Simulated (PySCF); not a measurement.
**[TiF5]2-: apical angle scan**

[TiF5]2- holds Ti(III), d1, at total charge -2. The structure is a model geometry with rigid ligands and bond lengths from ionic radii, not a minimum; coordination square pyramidal, point group C4v, metal–donor distances 1.91 Å.

```
6

Ti    0.000    0.000    0.000
F     0.000    0.000    1.910
F     1.881    0.000   -0.332
F    -1.881    0.000   -0.332
F     0.000    1.881   -0.332
F     0.000   -1.881   -0.332
```

Method (PySCF 2.14, density fitting): CASSCF(1,5) with orbitals averaged over all microstates of the shell, strongly contracted NEVPT2 on the averaged canonical orbitals; basis x2c-TZVPall on the metal, x2c-SVPall elsewhere; spin-free X2C; IEF-PCM water; spin-orbit coupling by state interaction with the mean-field operator over all roots.

The angle between the apical bond and the four basal bonds is varied.

```csv
apical angle,group,ground,next state (NEVPT2) / cm⁻¹,orbital energies above the lowest (NEVPT2 fit) / cm⁻¹,μeff(300 K) / μB
90.0°,C4v,2E,2B2 3564,0 0 3564 6120 24835,1.82
95.0°,C4v,?,?,?,?
100.0°,C4v,2E,2B2 1271,0 0 1271 5959 21571,1.83
105.0°,C4v,2B2,2E 580,0 580 580 6044 19185,1.83
110.0°,C4v,2B2,2E 2744,0 2744 2744 7356 17764,1.76
```

(1) Fill in the row at 95.0°.

At 90.0°, 95.0°, 100.0° the ground state is orbitally degenerate, so the regular structure would distort there (Jahn–Teller).

NEVPT2 on the d shell alone tends to put d–d bands too high for such charged or covalently bound ions.

Answers

(1) ground: 2E; next state (NEVPT2) / cm⁻¹: 2B2 2688; orbital energies above the lowest (NEVPT2 fit) / cm⁻¹: 0 0 2688 6167 23701; μeff(300 K) / μB: 1.82.
